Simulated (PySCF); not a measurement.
borohydride (BH4), SMILES [BH4-], charge -1.

Geometry: B3LYP-D3(BJ)/def2-TZVPD.

Method: PySCF with B3LYP-D3(BJ)/def2-TZVPD.

No scaling factor is applied to the harmonic values.

Modes within 1.5 cm⁻¹ of each other (mostly degenerate sets) share a row, with their intensities summed.

```csv
mode,ν (cm⁻¹),IR (km/mol),Raman (Å⁴/amu),depolarisation,moving atoms (share of kinetic energy)
1–3,1082,144.2,44.3,0.75,"H 82 %, B 18 %"
4–5,1192,0.0,1.0,0.75,H 100 %
6–8,2235,1759.8,506.0,0.75,"H 90 %, B 10 %"
9,2265,0.0,385.2,0.00,H 100 %
```
